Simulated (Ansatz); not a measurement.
Consider the redistribution: `CCO[SiH2]OC` + `F[SiH](F)[S][GeH3]` → `CO[SiH2]S[SiH](F)F` + `CC[O][GeH3]`.

Program: Ansatz. Geometries: PBE0-D4/def2-TZVP. ΔE: electronic, gas phase. CBS: MP2 limit from def2 TZ/QZ plus the TZ coupled-cluster correction, frozen cores. DFT in def2-TZVPP. B3LYP here is the variant with VWN-RPA as its local correlation; programs differ in this. For Ge outer-core shells are correlated without core-valence functions, which leaves a few kJ/mol of doubt a bond. Scalar relativity is left out up to krypton. Each species was taken in one conformer, which may not be the lowest.

(1) Is it downhill or uphill in electronic energy at CCSD(T)/CBS, and by how much? (An estimate is asked.)

(2) What do these levels give: PBE-D4, PBE, PBE0, B3LYP, HF/def2-QZVPP, CCSD/CBS(def2)? (An estimate is asked.)

Largest T1 diagnostic among the species: 0.012.

## Answers

(1) Ansatz gave: Uphill: ΔE = +0.74 eV.

(2) The calculation gave: PBE-D4 0.68, PBE 0.71, PBE0 0.74, B3LYP 0.79, HF/def2-QZVPP 0.85, CCSD/CBS(def2) 0.76 eV.

The D4 term adds −0.05 eV with B3LYP and −0.03 eV with PBE0; it sums over pairs of atoms, weighted by their polarisabilities, and B3LYP, whose exchange is more repulsive, gets the larger term. In def2-TZVPP, CCSD(T) changes the Hartree–Fock value by −0.11 eV (the triples alone add −0.02 eV) and MP2 by −0.12 eV. From PBE to PBE0 (25 % exact exchange), in def2-TZVPP and without D4, ΔE moves by +0.03 eV.
